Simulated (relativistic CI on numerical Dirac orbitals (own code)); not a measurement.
Spin-allowed bands of a d8 ion in an octahedral site, by hand

Problem. Take Δ = 7900 cm⁻¹ and B = 630 cm⁻¹ for a d8 ion in an octahedral site. Calculate the three spin-allowed bands.

Working.
1. The terms of highest spin are 3F (energy 0) and 3P (15B = 9450 cm⁻¹). Here the F term splits into A2 at −1.2Δ = -9480, T2 at −0.2Δ = -1580 and T1 at +0.6Δ = 4740 cm⁻¹.
2. The two T1 states mix through the element 0.4Δ: H = [[4740, 3160], [3160, 9450]], with roots ½(H₁₁ + H₂₂) ∓ ½√[(H₂₂ − H₁₁)² + 4H₁₂²] = ½(14190) ∓ ½(7882) = 3154 and 11036 cm⁻¹.
3. The ground term is 3A2 at -9480 cm⁻¹.
4. Bands: 3T2 7900 cm⁻¹ (1266 nm), 3T1(F) 12634 cm⁻¹ (792 nm), 3T1(P) 20516 cm⁻¹ (487 nm).

Check. Exact diagonalisation of the whole d8 shell with these parameters gives 3T2 7900, 3T1 12634, 3T1 20516 cm⁻¹. The match is exact, since without spin-orbit coupling no other term has this spin. The ratio of the second band to the first, 1.599, depends on Δ/B = 12.5 alone, which is how a Tanabe-Sugano diagram is read.
